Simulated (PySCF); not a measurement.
Job file and geometry (Å, from PBE0-D3(BJ)/def2-SVP) of an NMR shielding run on SMILES F[Si-](F)F, [F3Si]-, GIAO PBE0/pcSseg-1 NMR shielding, non-relativistic, gas phase (PySCF 2.14.0, density-fitted response routines); density fitting, a coarse starting grid and PySCF grid level 2 are the driver's defaults:

```
{"job": {"kind": "nmr", "xc": "PBE0", "basis": "pcSseg-1"}, "charge": -1, "multiplicity": 1}
Si    -0.009943     0.003573     0.647069
F      1.456907    -0.029797    -0.191542
F     -0.697471     1.270909    -0.235055
F     -0.749493    -1.244685    -0.220482
```

Question: Write the output of this run.

Answer: 
```
coarse grid: 4888 points
cycle   1  E = -588.6173135261  dE =  7.384e-02  |g| = 9.370e-01  |ddm| = 1.736e+00
cycle   2  E = -588.4696103512  dE =  1.477e-01  |g| = 1.405e+00  |ddm| = 1.201e+00
cycle   3  E = -588.7549595362  dE = -2.853e-01  |g| = 2.651e-02  |ddm| = 6.808e-01
cycle   4  E = -588.7551085908  dE = -1.491e-04  |g| = 1.275e-02  |ddm| = 5.771e-02
cycle   5  E = -588.7551414471  dE = -3.286e-05  |g| = 1.518e-03  |ddm| = 2.004e-02
cycle   6  E = -588.7551417948  dE = -3.477e-07  |g| = 3.345e-04  |ddm| = 1.477e-03
final grid: 46744 points
cycle   7  E = -588.7921167099  dE = -1.178e-05  |g| = 1.482e-03  |ddm| = 5.743e-03
cycle   8  E = -588.7921167079  dE =  2.003e-09  |g| = 1.292e-03  |ddm| = 1.136e-03
cycle   9  E = -588.7921169036  dE = -1.957e-07  |g| = 4.145e-04  |ddm| = 7.760e-04
cycle  10  E = -588.7921169269  dE = -2.332e-08  |g| = 3.978e-05  |ddm| = 2.226e-04
cycle  11  E = -588.7921169270  dE = -1.203e-10  |g| = 2.765e-05  |ddm| = 3.300e-05
converged SCF energy = -588.7921169270

GIAO shielding tensors (ppm)
atom      isotropic    diamagn.    paramagn.     s11        s22        s33       span
  0 Si     373.456     874.346    -500.891    303.586    303.804    512.977    209.392
  1 F      248.278     477.290    -229.012    115.337    230.888    398.610    283.273
  2 F      248.394     477.293    -228.898    115.831    230.751    398.601    282.770
  3 F      248.305     477.298    -228.993    115.465    230.779    398.671    283.206
```

Question: Turn these shieldings into chemical shifts. References, each an isolated molecule treated in the same way: 29Si (σref 351.99) against TMS; 19F (σref 177.25) against CFCl3.

Answer: Averaging equivalent atoms: Si 0: -21.5; F 1/2/3: -71.1 ppm. Unscaled 19F shifts against computed CFCl3 carry errors that often reach 10 to 50 ppm.

Size and cost of the density-fitted run: 75 basis functions, 2.7 s wall time on 1 thread of an x86-64 server CPU, shared host.
